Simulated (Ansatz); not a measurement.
Steps of a relaxation of C3H3AlClFO2, SMILES `[F][Al-]1([Cl])[O]C=CC=[O+]1` with RKS PBE0-D4/def2-TZVP.

```sh
$ ansatz run in.yaml --threads 4 --pin off --events-out ev --progress --plain --max-ram 11315MiB
```

```yaml
crystal:
  periodic: [false, false, false]
  atoms:
    - {symbol: F, position_ang: [-0.877519, -2.016819, 1.977672]}
    - {symbol: Al, position_ang: [0.364278, -1.109001, 1.314118]}
    - {symbol: Cl, position_ang: [2.318455, -1.317457, 2.072592]}
    - {symbol: O, position_ang: [-0.142014, 0.669688, 1.298446]}
    - {symbol: C, position_ang: [-0.406784, 1.357718, 0.246891]}
    - {symbol: C, position_ang: [-0.341668, 0.889479, -1.077226]}
    - {symbol: C, position_ang: [0.032773, -0.431808, -1.378420]}
    - {symbol: O, position_ang: [0.350253, -1.334136, -0.521496]}
    - {symbol: H, position_ang: [-0.709043, 2.411999, 0.429413]}
    - {symbol: H, position_ang: [-0.591092, 1.574011, -1.898421]}
    - {symbol: H, position_ang: [0.067763, -0.750674, -2.442968]}
basis:
  gaussian: {orbitals: def2-TZVP}
hamiltonian: {xc: pbe0, dispersion: d4}
relax: {f_tol: 0.005, max_steps: 150}
```

Positions (Å) and forces (eV/Å) along the path, 11 of 12 steps:

```xyz
11
step=1 energy=-29083.8243 eV
F    -0.878   -2.017    1.978    0.650    0.451   -0.321
Al    0.364   -1.109    1.314   -0.544    0.077   -0.232
Cl    2.318   -1.317    2.073   -0.295    0.022   -0.104
O    -0.142    0.670    1.298   -0.071    0.046   -0.791
C    -0.407    1.358    0.247    0.117   -0.334    0.122
C    -0.342    0.889   -1.077    0.043   -0.133    0.159
C     0.033   -0.432   -1.378    0.052   -0.068    0.366
O     0.350   -1.334   -0.521   -0.242    0.741   -0.159
H    -0.709    2.412    0.429    0.170   -0.594   -0.091
H    -0.591    1.574   -1.898    0.137   -0.376    0.451
H     0.068   -0.751   -2.443   -0.017    0.168    0.601
11
step=2 energy=-29083.8981 eV
F    -0.865   -2.003    1.965    0.369    0.270   -0.197
Al    0.359   -1.096    1.298   -0.440    0.019   -0.140
Cl    2.297   -1.306    2.054   -0.020    0.002   -0.008
O    -0.145    0.667    1.289    0.040   -0.203   -0.203
C    -0.403    1.346    0.244    0.018   -0.068    0.024
C    -0.337    0.882   -1.067    0.016   -0.025    0.032
C     0.033   -0.428   -1.367    0.005   -0.016    0.073
O     0.345   -1.325   -0.521   -0.064    0.219    0.180
H    -0.702    2.387    0.423    0.046   -0.151   -0.033
H    -0.581    1.559   -1.879    0.036   -0.100    0.120
H     0.066   -0.741   -2.418   -0.004    0.053    0.152
11
step=3 energy=-29083.9126 eV
F    -0.857   -1.988    1.952    0.051    0.030   -0.019
Al    0.352   -1.088    1.287   -0.103   -0.009   -0.018
Cl    2.289   -1.297    2.042    0.038   -0.002    0.013
O    -0.147    0.657    1.283    0.015   -0.083   -0.001
C    -0.403    1.338    0.244    0.014    0.050    0.020
C    -0.335    0.879   -1.063   -0.018    0.004   -0.009
C     0.030   -0.427   -1.359    0.033   -0.018   -0.043
O     0.339   -1.320   -0.512   -0.008    0.010    0.084
H    -0.696    2.375    0.423   -0.013    0.013    0.002
H    -0.576    1.553   -1.872   -0.003    0.010   -0.012
H     0.069   -0.739   -2.405   -0.008   -0.006   -0.016
11
step=4 energy=-29083.9129 eV
F    -0.856   -1.988    1.952    0.002   -0.006    0.007
Al    0.350   -1.088    1.287   -0.008   -0.005    0.003
Cl    2.290   -1.296    2.041    0.009    0.000    0.003
O    -0.148    0.654    1.282    0.016   -0.009   -0.017
C    -0.400    1.339    0.244   -0.052    0.005    0.015
C    -0.333    0.880   -1.064    0.035    0.010   -0.001
C     0.034   -0.426   -1.359   -0.048   -0.030   -0.015
O     0.337   -1.319   -0.510    0.009    0.021    0.010
H    -0.701    2.374    0.425    0.016    0.007    0.000
H    -0.573    1.555   -1.873    0.002    0.003   -0.003
H     0.065   -0.742   -2.405    0.018    0.004   -0.003
11
step=5 energy=-29083.9131 eV
F    -0.853   -1.990    1.955   -0.011   -0.014    0.013
Al    0.349   -1.088    1.287    0.018   -0.005    0.011
Cl    2.291   -1.295    2.040   -0.006    0.003   -0.005
O    -0.150    0.653    1.282   -0.008    0.010   -0.019
C    -0.403    1.338    0.244    0.007    0.007    0.006
C    -0.334    0.880   -1.065    0.000   -0.004    0.005
C     0.031   -0.427   -1.359    0.011   -0.004   -0.005
O     0.335   -1.319   -0.509   -0.010    0.015   -0.014
H    -0.697    2.376    0.426    0.000   -0.006    0.000
H    -0.571    1.556   -1.874    0.000   -0.002    0.002
H     0.068   -0.742   -2.406   -0.002    0.000    0.006
11
step=7 energy=-29083.9133 eV
F    -0.851   -1.997    1.963    0.006    0.004   -0.002
Al    0.346   -1.090    1.288   -0.001    0.004   -0.004
Cl    2.291   -1.290    2.034    0.001    0.000    0.000
O    -0.155    0.651    1.280   -0.007   -0.002    0.009
C    -0.403    1.339    0.243    0.004   -0.006   -0.004
C    -0.331    0.882   -1.066    0.000    0.002   -0.002
C     0.030   -0.426   -1.360    0.002    0.006    0.006
O     0.329   -1.319   -0.509   -0.005   -0.010    0.001
H    -0.697    2.376    0.426    0.000    0.002    0.000
H    -0.564    1.559   -1.875    0.000    0.001   -0.001
H     0.069   -0.742   -2.406    0.000   -0.001   -0.002
11
step=8 energy=-29083.9133 eV
F    -0.848   -2.000    1.967    0.006    0.006   -0.005
Al    0.345   -1.091    1.289   -0.003    0.005   -0.006
Cl    2.292   -1.286    2.030    0.002    0.000    0.000
O    -0.159    0.649    1.280   -0.006   -0.003    0.014
C    -0.404    1.338    0.243    0.004   -0.006   -0.006
C    -0.328    0.883   -1.066    0.000    0.002   -0.002
C     0.030   -0.426   -1.360   -0.002    0.007    0.006
O     0.325   -1.320   -0.508   -0.002   -0.014    0.003
H    -0.697    2.376    0.426   -0.001    0.003    0.000
H    -0.559    1.561   -1.875    0.001    0.001   -0.001
H     0.069   -0.742   -2.406    0.001    0.000   -0.003
11
step=9 energy=-29083.9134 eV
F    -0.843   -2.007    1.976    0.006    0.007   -0.006
Al    0.341   -1.092    1.289   -0.004    0.004   -0.005
Cl    2.294   -1.275    2.019    0.001   -0.001    0.001
O    -0.170    0.646    1.281   -0.001    0.000    0.010
C    -0.404    1.338    0.243   -0.008   -0.008   -0.004
C    -0.322    0.884   -1.066    0.001    0.001   -0.001
C     0.029   -0.427   -1.359    0.004    0.007    0.004
O     0.313   -1.323   -0.508   -0.002   -0.011    0.002
H    -0.696    2.376    0.426    0.003    0.003    0.000
H    -0.544    1.565   -1.875    0.001    0.000    0.001
H     0.070   -0.742   -2.405   -0.002   -0.001   -0.002
11
step=10 energy=-29083.9134 eV rejected
F    -0.839   -2.010    1.981    0.004    0.004   -0.004
Al    0.338   -1.092    1.289   -0.004   -0.002    0.000
Cl    2.295   -1.268    2.011   -0.001    0.000    0.000
O    -0.179    0.644    1.282   -0.008   -0.002    0.000
C    -0.407    1.337    0.244    0.033    0.008   -0.001
C    -0.318    0.885   -1.066    0.000    0.000    0.001
C     0.030   -0.427   -1.359   -0.031   -0.010    0.003
O     0.306   -1.326   -0.507    0.008    0.003   -0.002
H    -0.695    2.376    0.426   -0.013   -0.004    0.000
H    -0.534    1.567   -1.875    0.000   -0.001    0.001
H     0.069   -0.742   -2.405    0.012    0.004   -0.001
11
step=11 energy=-29083.9134 eV
F    -0.842   -2.007    1.976    0.000    0.000    0.000
Al    0.340   -1.091    1.288    0.002   -0.003    0.003
Cl    2.294   -1.272    2.016   -0.001    0.000    0.000
O    -0.173    0.646    1.282    0.000   -0.002    0.013
C    -0.405    1.338    0.244    0.002   -0.007   -0.006
C    -0.320    0.884   -1.065   -0.004    0.014   -0.016
C     0.029   -0.428   -1.359   -0.002    0.007    0.006
O     0.311   -1.325   -0.508    0.003   -0.011    0.004
H    -0.696    2.376    0.426    0.000   -0.001   -0.001
H    -0.541    1.564   -1.874    0.000    0.001   -0.001
H     0.070   -0.742   -2.406    0.000    0.001    0.001
11
step=12 energy=-29083.9134 eV
F    -0.841   -2.008    1.978    0.001    0.001    0.000
Al    0.340   -1.092    1.289   -0.001   -0.001    0.001
Cl    2.294   -1.271    2.015    0.000    0.000    0.000
O    -0.175    0.645    1.282    0.000    0.001    0.000
C    -0.405    1.338    0.244   -0.001   -0.001    0.000
C    -0.320    0.884   -1.066    0.000    0.001   -0.001
C     0.028   -0.427   -1.359    0.001    0.000    0.001
O     0.309   -1.325   -0.507    0.000    0.000   -0.001
H    -0.696    2.376    0.426    0.000    0.000    0.000
H    -0.539    1.566   -1.875    0.000    0.000    0.001
H     0.070   -0.742   -2.405    0.000    0.000    0.000
```

It took 100 s on 4 threads of an Arm Neoverse V1 on a shared host, with 1 GiB of host memory at the peak.
